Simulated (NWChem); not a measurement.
System: C4H4OS; SMILES C#C[C@H](S)C=O

Output (shortened):

```
             Northwest Computational Chemistry Package (NWChem) 7.3.0
             --------------------------------------------------------

 C1  symmetry detected

                             Geometry "geometry" -> ""
                             -------------------------

 Output coordinates in angstroms (scale by  1.889725989 to convert to a.u.)

  No.       Tag          Charge          X              Y              Z
 ---- ---------------- ---------- -------------- -------------- --------------
    1 C                    6.0000     2.18552981     1.11309970    -0.20324491
    2 C                    6.0000     1.16488382     0.60459403     0.16114240
    3 C                    6.0000    -0.06142037    -0.04760538     0.53915509
    4 S                   16.0000    -0.17557313    -1.75451666    -0.19506721
    5 C                    6.0000    -1.30872241     0.69728643     0.10997554
    6 O                    8.0000    -1.34520966     1.82469912    -0.27795897
    7 H                    1.0000     3.07555570     1.58154920    -0.50065059
    8 H                    1.0000    -0.11544211    -0.18485218     1.62631352
    9 H                    1.0000     0.94562655    -2.19722209     0.37165593
   10 H                    1.0000    -2.21651797     0.07094989     0.20525956

 Effective nuclear repulsion energy (a.u.)     250.1526948034

                                Z-matrix (autoz)
                                --------

 Units are Angstrom for bonds and degrees for angles

      Type          Name      I     J     K     L     M      Value
      ----------- --------  ----- ----- ----- ----- ----- ----------
    1 Stretch                  1     2                       1.19711
    2 Stretch                  1     7                       1.04883
    3 Stretch                  2     3                       1.43947
    4 Stretch                  3     4                       1.86163
    5 Stretch                  3     5                       1.51487
    6 Stretch                  3     8                       1.09712
    7 Stretch                  4     9                       1.33201
    8 Stretch                  5     6                       1.19285
    9 Stretch                  5    10                       1.10701
   10 Bend                     1     3     4               110.17916
   11 Bend                     1     3     5               113.92746
   12 Bend                     1     3     8               112.09689
   13 Bend                     2     3     4               111.35188
   14 Bend                     2     3     5               113.84435
   15 Bend                     2     3     8               111.02950
   16 Bend                     3     4     9                94.89446
   17 Bend                     3     5     6               125.59633
   18 Bend                     3     5    10               111.87638
   19 Bend                     4     3     5               106.77590
   20 Bend                     4     3     8               105.84866
   21 Bend                     5     3     8               107.56035
   22 Bend                     6     5    10               122.52473
   23 Bend                     7     3     4               110.26208
   24 Bend                     7     3     5               113.80579
   25 Bend                     7     3     8               112.14051
   26 Torsion                  2     3     4     9          58.42949
   27 Torsion                  2     3     5     6         -13.60101
   28 Torsion                  2     3     5    10         166.97088
   29 Torsion                  1     2     4     3        -178.04477
   30 Torsion                  4     3     5     6        -136.89971
   31 Torsion                  4     3     5    10          43.67217
   32 Torsion                  1     2     5     3         174.82722
   33 Torsion                  5     3     4     9        -176.73743
   34 Torsion                  6     5     3     8         109.86067
   35 Torsion                  3     4     1     7        -179.30164
   36 Torsion                  7     3     4     9          59.16009
   37 Torsion                  3     5     1     7        -179.77456
   38 Torsion                  6     5     3     7         -15.00630
   39 Torsion                  7     3     5    10         165.56558
   40 Torsion                  3     8     1     7         178.69690
   41 Torsion                  1     2     8     3        -176.28676
   42 Torsion                  8     3     4     9         -62.33428
   43 Torsion                  8     3     5    10         -69.56744

                           NWChem Geometry Optimization
                           ----------------------------

 maximum gradient threshold         (gmax) =   0.000450
 rms gradient threshold             (grms) =   0.000300
 maximum cartesian step threshold   (xmax) =   0.001800
 rms cartesian step threshold       (xrms) =   0.001200
 fixed trust radius                (trust) =   0.300000
 source of zmatrix                         =   autoz

          -------------------
          Energy Minimization
          -------------------

 Using diagonal initial Hessian
 Scaling for Hessian diagonals: bonds = 1.00  angles = 0.25  torsions = 0.10

          --------
          Step   0

                                 NWChem DFT Module
                                 -----------------

[...]

      ----------------------
      Optimization converged
      ----------------------

  Step       Energy      Delta E   Gmax     Grms     Xrms     Xmax
  ---- ---------------- -------- -------- -------- -------- --------
@   20    -627.44609585 -4.0D-07  0.00006  0.00001  0.00076  0.00160
                                     ok       ok       ok       ok

                                Z-matrix (autoz)
                                --------

 Units are Angstrom for bonds and degrees for angles

[...]

 Rotational Constants
 --------------------
 A=   0.111204 cm-1  (  0.159995 K)
 B=   0.085820 cm-1  (  0.123473 K)
 C=   0.051711 cm-1  (  0.074399 K)

 Temperature                      =   298.15K
 frequency scaling parameter      =   1.0000

 Zero-Point correction to Energy  =   40.923 kcal/mol  (  0.065216 au)
 Thermal correction to Energy     =   45.402 kcal/mol  (  0.072353 au)
 Thermal correction to Enthalpy   =   45.994 kcal/mol  (  0.073297 au)

 Total Entropy                    =   83.777 cal/mol-K
   - Translational                =   39.700 cal/mol-K (mol. weight =  99.9983)
   - Rotational                   =   27.570 cal/mol-K (symmetry #  =        1)
   - Vibrational                  =   16.506 cal/mol-K

 Cv (constant volume heat capacity) =   23.572 cal/mol-K
   - Translational                  =    2.979 cal/mol-K
   - Rotational                     =    2.979 cal/mol-K
   - Vibrational                    =   17.614 cal/mol-K

[normal modes left out]

 ----------------------------------------------------------------------------
 Normal Eigenvalue ||           Projected Infra Red Intensities
  Mode   [cm**-1]  || [atomic units] [(debye/angs)**2] [(KM/mol)] [arbitrary]
 ------ ---------- || -------------- ----------------- ---------- -----------
    1       -0.000 ||    0.000028           0.001         0.028       0.015
    2       -0.000 ||    0.000320           0.007         0.312       0.164
    3       -0.000 ||    0.000976           0.023         0.952       0.499
    4        0.000 ||    0.000781           0.018         0.761       0.399
    5        0.000 ||    0.001403           0.032         1.368       0.718
    6        0.000 ||    0.000102           0.002         0.099       0.052
    7       86.117 ||    0.007866           0.181         7.668       4.022
    8      128.282 ||    0.015430           0.356        15.042       7.891
    9      146.440 ||    0.004523           0.104         4.410       2.313
   10      199.773 ||    0.004913           0.113         4.790       2.513
   11      292.119 ||    0.005284           0.122         5.151       2.702
   12      397.952 ||    0.005114           0.118         4.986       2.615
   13      468.737 ||    0.007464           0.172         7.276       3.817
   14      651.108 ||    0.002203           0.051         2.147       1.126
   15      706.726 ||    0.038522           0.889        37.553      19.700
   16      707.332 ||    0.036113           0.833        35.204      18.467
   17      753.496 ||    0.038430           0.887        37.463      19.653
   18      842.259 ||    0.010109           0.233         9.855       5.169
   19      915.286 ||    0.004191           0.097         4.086       2.143
   20     1020.901 ||    0.001893           0.044         1.846       0.968
   21     1097.722 ||    0.016650           0.384        16.231       8.514
   22     1151.419 ||    0.009524           0.220         9.284       4.870
   23     1293.024 ||    0.021082           0.486        20.552      10.781
   24     1395.391 ||    0.008558           0.197         8.343       4.376
   25     1899.738 ||    0.184313           4.252       179.677      94.255
   26     2254.278 ||    0.000241           0.006         0.235       0.123
   27     2728.229 ||    0.000198           0.005         0.193       0.101
   28     2948.285 ||    0.073547           1.697        71.698      37.611
   29     3065.983 ||    0.006886           0.159         6.713       3.522
   30     3489.401 ||    0.079975           1.845        77.964      40.898
 ----------------------------------------------------------------------------
```

Level: PBE0/def2-SVP. 

Which NWChem input produces such a log?

Several could match; the one computed here: the input that was run:
```
start job
memory heap 200 mb stack 900 mb global 1100 mb
geometry units angstroms
  C      2.186034    -0.810704     0.820469
  C      1.075382    -0.381953     0.695173
  C     -0.266623     0.093962     0.483969
  S     -1.279015    -1.137394    -0.477532
  C     -0.339671     1.404968    -0.271510
  O      0.577142     2.139859    -0.477114
  H      3.164904    -1.163641     0.951961
  H     -0.790070     0.232198     1.438203
  H     -1.118150    -2.126597     0.399880
  H     -1.367980     1.624953    -0.617424
end
basis spherical
  * library def2-svp
end
dft
  xc pbe0
  iterations 150
end
driver
  maxiter 120
end
task dft optimize
task dft freq
```
